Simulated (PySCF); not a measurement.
**Steps of a relaxation of [Pr(H2O)3]3+**

[Pr(H2O)3]3+ (singlet in the valence; each metal's 4f electrons, 2 of them, lie in its core potential, out of spins and levels). PySCF 2.14.0, RKS PBE0, Pr lcecp-1-SVP with ECP48, O def2-SVP, H def2-SVP; non-relativistic Hamiltonian with scalar-relativistic core potentials where named; density fitting; no spin-orbit coupling. Origin of the start: displaced along the imaginary mode. Columns: position (Å) and force (eV/Å). Energies are counted from the last step; some of the 20 steps are shown. Forces carry noise of the integration grid, about 0.01 to 0.03 eV/Å.

Run from Python with OMP_NUM_THREADS=2. Where DIIS fails, smearing, a level shift and second-order steps follow.
It took 6.4 min on 2 threads of Intel(R) Xeon(R) Processor @ 2.50GHz (Skylake/Cascade Lake), with other jobs on the host, from the converged density of the start.

```xyz
10
step 0  E = 0.257 eV
Pr    0.0000    0.0000    0.0000     0.00    0.00    0.00
O     2.3736    0.0000    0.0000     1.13    0.00    0.00
H     2.9902    0.2500    0.7697    -0.59   -0.35   -1.18
H     2.9902   -0.2500   -0.7697    -0.59    0.35    1.18
O    -1.1868    2.0556    0.0000    -0.57    0.98    0.00
H    -1.7116    2.4646    0.7697     0.60   -0.34   -1.18
H    -1.2786    2.7146   -0.7697    -0.01   -0.69    1.18
O    -1.1868   -2.0556    0.0000    -0.57   -0.98    0.00
H    -1.2786   -2.7146    0.7697    -0.01    0.69   -1.18
H    -1.7116   -2.4646   -0.7697     0.60    0.34    1.18
```

```xyz
10
step 6  E = 0.075 eV
Pr    0.0000    0.0000    0.0000     0.00    0.00    0.00
O     2.3659    0.0000    0.0000     0.29    0.00    0.00
H     2.9817    0.4211    0.6554    -0.14   -0.12   -0.25
H     2.9817   -0.4212   -0.6554    -0.14    0.12    0.25
O    -1.1829    2.0490    0.0000    -0.14    0.25    0.00
H    -1.8556    2.3716    0.6554     0.17   -0.06   -0.25
H    -1.1261    2.7928   -0.6554    -0.04   -0.18    0.25
O    -1.1830   -2.0490    0.0000    -0.14   -0.25    0.00
H    -1.1261   -2.7928    0.6554    -0.04    0.18   -0.25
H    -1.8556   -2.3716   -0.6554     0.17    0.06    0.25
```

```xyz
10
step 13  E = 0.015 eV
Pr    0.0000    0.0000    0.0000     0.00    0.00    0.00
O     2.3653    0.0000    0.0000     0.12    0.00    0.00
H     2.9807    0.6423    0.4343    -0.08   -0.11   -0.10
H     2.9807   -0.6423   -0.4343    -0.08    0.11    0.10
O    -1.1826    2.0484    0.0000    -0.06    0.10    0.00
H    -2.0466    2.2602    0.4343     0.13   -0.01   -0.10
H    -0.9341    2.9025   -0.4343    -0.06   -0.12    0.10
O    -1.1826   -2.0484    0.0000    -0.06   -0.10    0.00
H    -0.9341   -2.9025    0.4343    -0.06    0.12   -0.10
H    -2.0466   -2.2602   -0.4343     0.13    0.01    0.10
```

Where does the relaxation end?

It stopped unconverged at step 19:
```xyz
10
step 19  E = 0
Pr    0.0000    0.0000    0.0000
O     2.3550    0.0000    0.0000
H     2.9705    0.7335    0.2464
H     2.9705   -0.7335   -0.2464
O    -1.1775    2.0395    0.0000
H    -2.1205    2.2058    0.2464
H    -0.8500    2.9393   -0.2464
O    -1.1775   -2.0395    0.0000
H    -0.8501   -2.9393    0.2464
H    -2.1205   -2.2058   -0.2464
```
